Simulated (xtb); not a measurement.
Input for xtb: GFN2-xTB on C2H6O3Si (SMILES C=C[Si](O)(O)O), a point of a bond scan (R = 4.993 Å).

```
$ xtb mol.xyz --gfn 2 --sp --chrg 0 --uhf 0
12

C      5.20187341    -1.62427926     0.57106177
C      4.47793359    -1.20776086    -0.46634126
Si    -0.32412833     0.12082142    -0.13970406
O     -0.95966322    -0.34974084     1.30630818
O     -0.57978416     1.74045579    -0.21515797
O     -1.05942974    -0.54669044    -1.44193311
H      4.77694008    -1.70920469     1.56582009
H      6.24864908    -1.89392758     0.47829573
H      4.96490355    -1.14038497    -1.43622880
H     -0.93814495    -1.28535819     1.52139474
H     -0.52498699     2.23629196     0.60551097
H     -1.92458192    -0.20659331    -1.68590263
```

Program output:

```
[...]
           -------------------------------------------------
          |                Calculation Setup                |
           -------------------------------------------------



molecular fragmentation (1/2 indicates fragments):
112222111222
# atoms in fragment 1/2:     5     7
 fragment masses (1/2) :       27.05       79.11
CMA distance (Bohr)    :  11.003
constraining FC (au)   :  0.0500

           -------------------------------------------------
          |                 G F N 2 - x T B                 |
           -------------------------------------------------

        Reference                      10.1021/acs.jctc.8b01176
      * Hamiltonian:
        H0-scaling (s, p, d)           1.850000    2.230000    2.230000
        zeta-weighting                 0.500000
      * Dispersion:
        s8                             2.700000
        a1                             0.520000
        a2                             5.000000
        s9                             5.000000
      * Repulsion:
        kExp                           1.500000    1.000000
        rExp                           1.000000
      * Coulomb:
        alpha                          2.000000
        third order                    shell-resolved
        anisotropic                    true
        a3                             3.000000
        a5                             4.000000
        cn-shift                       1.200000
        cn-exp                         4.000000
        max-rad                        5.000000


          ...................................................
          :                      SETUP                      :
          :.................................................:
          :  # basis functions                  36          :
          :  # atomic orbitals                  35          :
          :  # shells                           19          :
          :  # electrons                        36          :
          :  max. iterations                   250          :
          :  Hamiltonian                  GFN2-xTB          :
          :  restarted?                      false          :
          :  GBSA solvation                  false          :
          :  PC potential                    false          :
          :  electronic temp.          300.0000000     K    :
          :  accuracy                    1.0000000          :
          :  -> integral cutoff          0.2500000E+02      :
          :  -> integral neglect         0.1000000E-07      :
          :  -> SCF convergence          0.1000000E-05 Eh   :
          :  -> wf. convergence          0.1000000E-03 e    :
          :  Broyden damping             0.4000000          :
          :  net charge                          0          :
          :  unpaired electrons                  0          :
          ...................................................

 iter      E             dE          RMSdq      gap      omega  full diag
   1    -21.1128105 -0.211128E+02  0.797E+00    1.50       0.0  T
   2    -20.4570705  0.655740E+00  0.116E+01    2.36       1.0  T
   3    -21.0101850 -0.553115E+00  0.101E+01    0.17       1.0  T
   4    -21.2224341 -0.212249E+00  0.507E+00    0.14       1.0  T
   5    -20.8893707  0.333063E+00  0.907E+00    1.29       1.0  T
   6    -20.9305491 -0.411783E-01  0.888E+00    0.39       1.0  T
   7    -21.0944279 -0.163879E+00  0.728E+00    1.36       1.0  T
   8    -21.1145864 -0.201585E-01  0.696E+00    0.67       1.0  T
   9    -21.2530373 -0.138451E+00  0.451E+00    0.11       1.0  T
  10    -21.0999758  0.153062E+00  0.699E+00    0.12       1.0  T
  11    -21.1207330 -0.207572E-01  0.679E+00    0.40       1.0  T
  12    -21.3664387 -0.245706E+00  0.846E-01    0.04       1.0  T
  13    -21.1742486  0.192190E+00  0.593E+00    0.17       1.0  T
  14    -21.2987142 -0.124466E+00  0.362E+00    0.05       1.0  T
  15    -21.2270455  0.716687E-01  0.506E+00    0.13       1.0  T
  16    -21.3152402 -0.881947E-01  0.317E+00    0.05       1.0  T
  17    -21.2910604  0.241798E-01  0.375E+00    0.09       1.0  T
  18    -21.3505541 -0.594938E-01  0.190E+00    0.04       1.0  T
  19    -21.3389609  0.115932E-01  0.234E+00    0.07       1.0  T
  20    -21.3667589 -0.277980E-01  0.775E-01    0.04       1.0  T
  21    -21.3620362  0.472271E-02  0.117E+00    0.05       1.0  T
  22    -21.3697686 -0.773242E-02  0.173E-01    0.04       1.0  T
  23    -21.3685990  0.116958E-02  0.475E-01    0.05       1.0  T
  24    -21.3699065 -0.130748E-02  0.923E-03    0.04       3.1  T
  25    -21.3696433  0.263170E-03  0.213E-01    0.04       1.0  T
  26    -21.3699074 -0.264055E-03  0.113E-02    0.04       2.6  T
  27    -21.3699076 -0.252207E-06  0.608E-03    0.04       4.8  T
  28    -21.3698927  0.149020E-04  0.521E-02    0.04       1.0  T
  29    -21.3699055 -0.127596E-04  0.203E-02    0.04       1.4  T
  30    -21.3699064 -0.951692E-06  0.154E-02    0.04       1.9  T
  31    -21.3699077 -0.130192E-05  0.111E-03    0.04      26.1  T
  32    -21.3699077 -0.517548E-08  0.445E-04    0.04      64.9  T
  33    -21.3699077  0.381916E-08  0.939E-04    0.04      30.7  T

   *** convergence criteria satisfied after 33 iterations ***

         #    Occupation            Energy/Eh            Energy/eV
      -------------------------------------------------------------
         1        2.0000           -0.7970172             -21.6879
       ...           ...                  ...                  ...
        12        2.0000           -0.4853761             -13.2078
        13        2.0000           -0.4812247             -13.0948
        14        2.0000           -0.4702647             -12.7966
        15        2.0000           -0.4677482             -12.7281
        16        2.0000           -0.4260097             -11.5923
        17        2.0000           -0.3777584             -10.2793
        18        1.3889           -0.3091977              -8.4137 (HOMO)
        19        0.6111           -0.3076376              -8.3712 (LUMO)
        20                         -0.1764149              -4.8005
        21                         -0.1303423              -3.5468
        22                         -0.1131548              -3.0791
        23                         -0.0369528              -1.0055
       ...                                ...                  ...
        35                          0.7796340              21.2149
      -------------------------------------------------------------
                  HL-Gap            0.0015601 Eh            0.0425 eV
             Fermi-level           -0.3084177 Eh           -8.3925 eV

 SCC (total)                   0 d,  0 h,  0 min,  0.020 sec
 SCC setup                      ...        0 min,  0.000 sec (  1.143%)
 Dispersion                     ...        0 min,  0.000 sec (  0.474%)
 classical contributions        ...        0 min,  0.000 sec (  0.187%)
 integral evaluation            ...        0 min,  0.001 sec (  6.857%)
 iterations                     ...        0 min,  0.016 sec ( 78.890%)
 molecular gradient             ...        0 min,  0.002 sec ( 11.502%)
 printout                       ...        0 min,  0.000 sec (  0.798%)

         :::::::::::::::::::::::::::::::::::::::::::::::::::::
         ::                     SUMMARY                     ::
         :::::::::::::::::::::::::::::::::::::::::::::::::::::
         :: total energy             -21.184398992781 Eh    ::
         :: gradient norm              0.066866790186 Eh/a0 ::
         :: HOMO-LUMO gap              0.042451555805 eV    ::
         ::.................................................::
         :: SCC energy               -21.369888267569 Eh    ::
         :: -> isotropic ES            0.082315990204 Eh    ::
         :: -> anisotropic ES          0.001912769192 Eh    ::
         :: -> anisotropic XC          0.005907611928 Eh    ::
         :: -> dispersion             -0.004522483313 Eh    ::
         :: repulsion energy           0.185489274788 Eh    ::
         :: add. restraining           0.000000000000 Eh    ::
         :: total charge              -0.000000000000 e     ::
         :::::::::::::::::::::::::::::::::::::::::::::::::::::

           -------------------------------------------------
          |                Property Printout                |
           -------------------------------------------------

    * Orbital Energies and Occupations

         #    Occupation            Energy/Eh            Energy/eV
      -------------------------------------------------------------
         1        2.0000           -0.7970172             -21.6879
       ...           ...                  ...                  ...
         6        2.0000           -0.5774008             -15.7119
         7        2.0000           -0.5751582             -15.6509
         8        2.0000           -0.5344308             -14.5426
         9        2.0000           -0.5114506             -13.9173
        10        2.0000           -0.5107007             -13.8969
        11        2.0000           -0.5015083             -13.6467
        12        2.0000           -0.4853761             -13.2078
        13        2.0000           -0.4812247             -13.0948
        14        2.0000           -0.4702647             -12.7966
        15        2.0000           -0.4677482             -12.7281
        16        2.0000           -0.4260097             -11.5923
        17        2.0000           -0.3777584             -10.2793
        18        1.3889           -0.3091977              -8.4137 (HOMO)
        19        0.6111           -0.3076376              -8.3712 (LUMO)
        20                         -0.1764149              -4.8005
        21                         -0.1303423              -3.5468
        22                         -0.1131548              -3.0791
        23                         -0.0369528              -1.0055
        24                          0.0615849               1.6758
        25                          0.0694915               1.8910
        26                          0.1016805               2.7669
        27                          0.1628910               4.4325
        28                          0.1667531               4.5376
        29                          0.1923332               5.2337
       ...                                ...                  ...
        35                          0.7796340              21.2149
      -------------------------------------------------------------
                  HL-Gap            0.0015601 Eh            0.0425 eV
             Fermi-level           -0.3084177 Eh           -8.3925 eV

     #   Z          covCN         q      C6AA      α(0)
     1   6 C        2.831    -0.090    30.256     9.014
     2   6 C        1.906    -0.139    35.027     9.558
     3  14 Si       2.322     0.574   173.944    28.530
     4   8 O        1.574    -0.464    22.174     6.354
     5   8 O        1.575    -0.453    21.965     6.324
     6   8 O        1.575    -0.459    22.089     6.342
     7   1 H        0.925     0.028     2.622     2.532
     8   1 H        0.925     0.036     2.498     2.471
     9   1 H        0.925     0.031     2.567     2.505
    10   1 H        0.809     0.309     0.694     1.308
    11   1 H        0.810     0.314     0.680     1.295
    12   1 H        0.810     0.314     0.679     1.294

 Mol. C6AA /au·bohr⁶  :       2049.827528
 Mol. C8AA /au·bohr⁸  :      66099.704585
 Mol. α(0) /au        :         77.527986


Wiberg/Mayer (AO) data.
largest (>0.10) Wiberg bond orders for each atom

 ---------------------------------------------------------------------------
     #   Z sym  total        # sym  WBO       # sym  WBO       # sym  WBO
 ---------------------------------------------------------------------------
     1   6 C    3.951 --     2 C    2.072     7 H    0.963     8 H    0.913
Note: The following floating-point exceptions are signalling: IEEE_UNDERFLOW_FLAG IEEE_DENORMAL
normal termination of xtb
     2   6 C    3.110 --     1 C    2.072     9 H    0.944
     3  14 Si   3.500 --     5 O    1.140     6 O    1.135     4 O    1.103
     4   8 O    2.099 --     3 Si   1.103    10 H    0.888
     5   8 O    2.126 --     3 Si   1.140    11 H    0.885
     6   8 O    2.116 --     3 Si   1.135    12 H    0.867
     7   1 H    0.980 --     1 C    0.963
     8   1 H    0.917 --     1 C    0.913
     9   1 H    0.959 --     2 C    0.944
    10   1 H    0.905 --     4 O    0.888
    11   1 H    0.901 --     5 O    0.885
    12   1 H    0.883 --     6 O    0.867
 ---------------------------------------------------------------------------

Topologies differ in total number of bonds
Writing topology from bond orders to xtbtopo.mol

molecular dipole:
                 x           y           z       tot (Debye)
 q only:       -1.186       0.180       0.441
   full:       -1.188       0.108       0.663       3.468
molecular quadrupole (traceless):
                xx          xy          yy          xz          yz          zz
 q only:       -7.557       4.414       4.573       2.353      -0.590       2.984
  q+dip:       -2.366       2.100       1.444       2.830      -1.350       0.922
   full:       -2.953       2.598       2.666       2.860      -1.000       0.287


           -------------------------------------------------
          | TOTAL ENERGY              -21.184398992781 Eh   |
          | GRADIENT NORM               0.066866790186 Eh/α |
          | HOMO-LUMO GAP               0.042451555805 eV   |
           -------------------------------------------------

------------------------------------------------------------------------
------------------------------------------------------------------------
 total:
 SCF:
```

The run finished.

Cost: very roughly 0.08 core-seconds.
